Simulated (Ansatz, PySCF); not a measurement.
Torsion H3–Si1–Si2–H4 in H4Si2 (SMILES [SiH][SiH3]); at each angle all else is relaxed with GFN2-xTB, and the levels are single points there.
Geometry at 80° (charge 0, multiplicity 1):
```xyz
6

Si     1.5276    -0.8970    -0.1160
Si    -0.5483     0.0402     0.0775
H      2.4343     0.2961    -0.0617
H     -0.9478     0.5684    -1.2402
H     -0.9514     1.1063     1.0099
H     -1.4905    -1.0561     0.3670
```

On the grid 0° to 120°, 0° is the highest and 80° the lowest point at CCSD(T)/CBS(cc-pV(T+d)Z, cc-pV(Q+d)Z).

Correlated levels freeze the cores. CBS: X⁻³ extrapolation of the correlation energy, Hartree–Fock from the larger set. Rows in 3-21G carry no dispersion term and start afresh at each structure.

Codes used: Ansatz (a quantum-chemistry and plane-wave program); PySCF for 3-21G rows. Each number belongs to the level named beside it.

Estimate the energy at 0° less that at 80° that MP2/cc-pV(Q+d)Z returns for this input.

8 meV

Give the energy at 0° less that at 80° at the level CCSD(T)/CBS(cc-pV(T+d)Z, cc-pV(Q+d)Z).

12 meV

What is the computed energy at 0° less that at 80° (HF/3-21G)?

18 meV
